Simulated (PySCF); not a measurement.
# Relaxation of triplet IWN

All numbers come from PySCF, UPBE0, basis W def2-SVP with ECP60, N def2-SVP, I def2-SVP with ECP28 (scalar-relativistic core potentials, no spin–orbit coupling, density fitting). A (50,194) grid was used.

A hand-made bent start, of Cs symmetry, held to at least that symmetry:

Coordinates in bohr (charge 0 multiplicity 3):
```
W    -1.5126    0.0000   -1.2274
N    -4.2990    0.0000    0.7236
I     2.6669    0.0000    1.6993
```

Task: What does it relax to?

Result: It ends at Cs with W–I 2.634 Å, W–N 1.653 Å; I–W–N 107.4°. A frequency run shows a minimum. Other isomers or separated fragments may lie lower.

Task: How much energy is released, and in how many steps?

Result: 52.6 kJ/mol in 5 steps.

Open d and f shells are described by one determinant, and the ground state may have another occupation or spin. No spin–orbit coupling is included, which matters more the heavier the element.
